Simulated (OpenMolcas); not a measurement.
## Al: from CASSCF to CASPT2

```yaml
Program: OpenMolcas
Basis: ANO-RCC-VQZP [6s5p3d2f1g]
Scalar_Hamiltonian: DKH2, point nucleus
Active_space: 3 electrons in 4 orbitals (3s 3p)
State_averaging: 2S+1 = 4 odd, 1 root (0 in the spin-orbit step); 2S+1 = 2 odd, 3 roots; 2S+1 = 4 even, 3 roots; 2S+1 = 2 even, 5 roots
Spin-orbit_coupling: state interaction with AMFI integrals over the reference wave functions, term energies averaged over their components
```

Methods on the same reference wave functions:
A. CASSCF
B. SS-CASPT2, IPEA 0.25 Eh, imaginary shift 0.1 Eh (closed shells correlated: 2s 2p)

Energies in cm⁻¹ above 3s² 3p ²P°_1/2, the measured ground level; measured values from NIST Handbook of Basic Atomic Spectroscopic Data.

```csv
Level,A,B,Measured
3s² 3p ²P°_1/2,0.0,0.0,0.0
3s² 3p ²P°_3/2,103,103,112
3s 3p² ⁴P_1/2,23052,27338,29020
3s 3p² ⁴P_3/2,23089,27375,29067
3s 3p² ⁴P_5/2,23151,27437,29143
3s 3p² ²D_3/2,44950,40598,
3s 3p² ²D_5/2,44950,40598,
```

Deviations, from unrounded energies. A percentage is the sum of absolute deviations over the sum of measured energies, with the sign that they share, or ± where signs differ.

```csv
Against measurement,Levels,A,B
mean absolute deviation (cm-1),4,4500,1300
fine structure of the ground term (%),1,-8.2,-8.2
other configurations (%),3,-20.6,-5.8
```

B lies closest to measurement on these levels. The largest miss of B in the table is 3s 3p² ⁴P_5/2, by -1700 cm-1. The ranking rests on the paired levels alone, and a cruder setting can come out closer through cancelling errors.

The lowest spin-free term lies below A's lowest term by 0.255 hartree in B.

Over all roots computed the reference weight is 0.92 to 0.98 in B; the roots of lowest weight are the least certain, and an intruder state may touch them. Terms of s pⁿ other than that of highest spin mix with s² pⁿ⁻² d, which this space lacks; all of them can be thousands of cm-1 off, and some have no real level of that name. Without dynamic correlation excited terms often stand tens of per cent too high (terms of higher spin than the ground term too low), and those without a measured partner can miss by more than the paired ones (holds for A). Computed and measured levels are paired by configuration, term and J; levels that our copy of the source lacks, or whose pairing is in doubt (as where it misses far off the trend of its configuration), stay unpaired and out of the deviations. Only configurations of the active space appear.

° marks odd parity.
